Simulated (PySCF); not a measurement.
# Magnetic susceptibility: `C#CC1=C[C@@H](C#C)CC1`, C9H8

Molfile (atoms numbered from 1):
```
C9H8
     RDKit          3D

 17 17  0  0  0  0  0  0  0  0999 V2000
   -3.6203    0.1332    0.6763 C   0  0  0  0  0  0  0  0  0  0  0  0
   -2.4463    0.1706    0.4237 C   0  0  0  0  0  0  0  0  0  0  0  0
   -1.0810    0.1943    0.0860 C   0  0  0  0  0  0  0  0  0  0  0  0
   -0.1447    0.9930    0.5966 C   0  0  0  0  0  0  0  0  0  0  0  0
    1.2112    0.7098    0.0058 C   0  0  1  0  0  0  0  0  0  0  0  0
    2.0332    0.0124    0.9814 C   0  0  0  0  0  0  0  0  0  0  0  0
    2.6865   -0.5810    1.7896 C   0  0  0  0  0  0  0  0  0  0  0  0
    0.8854   -0.1778   -1.2177 C   0  0  0  0  0  0  0  0  0  0  0  0
   -0.5120   -0.7504   -0.9437 C   0  0  0  0  0  0  0  0  0  0  0  0
   -4.6422    0.1107    0.9124 H   0  0  0  0  0  0  0  0  0  0  0  0
   -0.2865    1.7293    1.3682 H   0  0  0  0  0  0  0  0  0  0  0  0
    1.7316    1.6296   -0.2852 H   0  0  0  0  0  0  0  0  0  0  0  0
    3.2723   -1.0933    2.4932 H   0  0  0  0  0  0  0  0  0  0  0  0
    0.8616    0.4431   -2.1144 H   0  0  0  0  0  0  0  0  0  0  0  0
    1.6323   -0.9576   -1.3596 H   0  0  0  0  0  0  0  0  0  0  0  0
   -0.4590   -1.7578   -0.5220 H   0  0  0  0  0  0  0  0  0  0  0  0
   -1.1293   -0.7962   -1.8419 H   0  0  0  0  0  0  0  0  0  0  0  0
  1  2  3  0
  2  3  1  0
  3  4  2  0
  4  5  1  0
  5  6  1  0
  6  7  3  0
  5  8  1  0
  8  9  1  0
  9  3  1  0
  1 10  1  0
  4 11  1  0
  5 12  1  6
  7 13  1  0
  8 14  1  0
  8 15  1  0
  9 16  1  0
  9 17  1  0
M  END
```

Computed, not measured: GIAO PBE0/pcSseg-1 magnetisability, rotational g tensor and spin-rotation constants, non-relativistic, gas phase in PySCF 2.14.0. Geometry: GFN2-xTB.

Q: How diamagnetic is it, and how anisotropic?

A: Isotropic -1350 × 10⁻³⁰ J/T², or -81.3 × 10⁻⁶ cm³/mol; principal values -1464, -1333, -1251 × 10⁻³⁰ J/T², anisotropy 186 × 10⁻³⁰ J/T² (root of half the summed squared differences of the principal values). The susceptibility is in cgs units.

Q: Split it along the inertial axes a, b, c into diamagnetic and paramagnetic parts about the centre of mass, with the quadrupole moment.

A: 
```
axis  χ (10⁻⁶ cm³/mol)  diamagnetic (10⁻⁶ cm³/mol)  paramagnetic (10⁻⁶ cm³/mol)  summed x² of all electrons (Å²)  quadrupole Θ (D Å)
   a             -82.2                      -455.9                        373.7                            257.1               +2.75
   b             -80.1                     -1242.6                       1162.5                             71.7               -0.81
   c             -81.5                     -1395.2                       1313.7                             35.8               -1.94
```
Anisotropies 2χaa − χbb − χcc = -2.8 and 2χbb − χaa − χcc = +3.4 × 10⁻⁶ cm³/mol. Θ is traceless in Buckingham's convention.

Q: And the rotational g tensor?

A: 
```
axis  rotational constant (GHz)        g  nuclear part  electronic part
   a                     3.6073  -0.0160        0.6174          -0.6333
   b                     1.0266  -0.0046        0.5561          -0.5606
   c                     0.9104  -0.0032        0.5587          -0.5619
```
Asymmetric top; isotopes 12C, 1H; no vibrational averaging.
